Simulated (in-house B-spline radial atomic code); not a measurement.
Response and correlation of Sn2+

Closed shell [Kr] 4d10 5s2. Computed with a B-spline radial code for spherical atoms: Dirac-Hartree-Fock, relativistic RPA (time-dependent Dirac-Hartree-Fock) for the response and second-order many-body perturbation theory for correlation, no-pair Dirac-Coulomb Hamiltonian, finite nucleus, speed of light scaled by 100 (non-relativistic limit).

```json
{"multipole (bohr³, bohr⁵, bohr⁷)": "dipole", "uncoupled": "18.449", "coupled RPA": "20.821"}
{"multipole (bohr³, bohr⁵, bohr⁷)": "quadrupole", "uncoupled": "57.179", "coupled RPA": "76.408"}
{"multipole (bohr³, bohr⁵, bohr⁷)": "octupole", "uncoupled": "468.24", "coupled RPA": "?"}
```

Question: What is the coupled octupole polarisability?

Answer: 603.81 atomic units, +29 % against the uncoupled value.

Question: Which subshells carry the dipole polarisability?

Answer: 5s1/2 100.1 %, 4p3/2 -0.1 %, 4d5/2 0.0 %.

Question: What does the dipole shielding factor come to?

Answer: The dipole shielding factor is 0.960, against the exact N/Z = 48/50 = 0.960 of the non-relativistic theorem.

Dipole polarisability at imaginary frequency:

```json
{"u (Eh)": "0", "α(iu) (bohr³)": "20.82"}
{"u (Eh)": "0.26", "α(iu) (bohr³)": "12.93"}
{"u (Eh)": "0.779", "α(iu) (bohr³)": "4.562"}
{"u (Eh)": "1.56", "α(iu) (bohr³)": "2.244"}
{"u (Eh)": "2.6", "α(iu) (bohr³)": "1.271"}
{"u (Eh)": "5.2", "α(iu) (bohr³)": "0.492"}
{"u (Eh)": "10.4", "α(iu) (bohr³)": "0.1643"}
{"u (Eh)": "26", "α(iu) (bohr³)": "0.03764"}
```

Question: What dispersion coefficients follow for two such ions (the dispersion part alone)?

Answer: C6 = (3/π)∫α(iu)²du = 122 hartree·bohr⁶ and C8 = 2833 hartree·bohr⁸.

Lowest J = 1 odd-parity excitations:

```
energy (eV)  oscillator strength  leading channel  weight
     4.1715             6.09e-11     5s1/2 → p1/2   0.667
     8.1156                 1.61     5s1/2 → p3/2   0.654
     17.383             4.48e-10     5s1/2 → p1/2   0.667
     17.728               0.0163     5s1/2 → p3/2   0.665
     21.575             8.55e-11     5s1/2 → p1/2   0.667
     21.702               0.0163     5s1/2 → p3/2   0.666
     24.205              3.8e-10     5s1/2 → p1/2   0.666
     24.314               0.0207     5s1/2 → p3/2   0.666
```

For an outer ns² shell RPA puts the lowest triplet far too low, and second order misses the ns²-np² near-degeneracy.

Second-order correlation energy by the highest angular momentum of the excited pair (hartree): s -0.02251, p -0.2448, d -0.6922, f -1.124, g -0.3583, h -0.1578, i -0.07218, k -0.03701.

Question: What is the second-order correlation energy at the partial-wave limit?

Answer: The listed waves sum to -2.7091 hartree; extrapolating the increments as (l + 1/2)⁻⁴ gives -2.7847 hartree, -1.58 eV per electron.
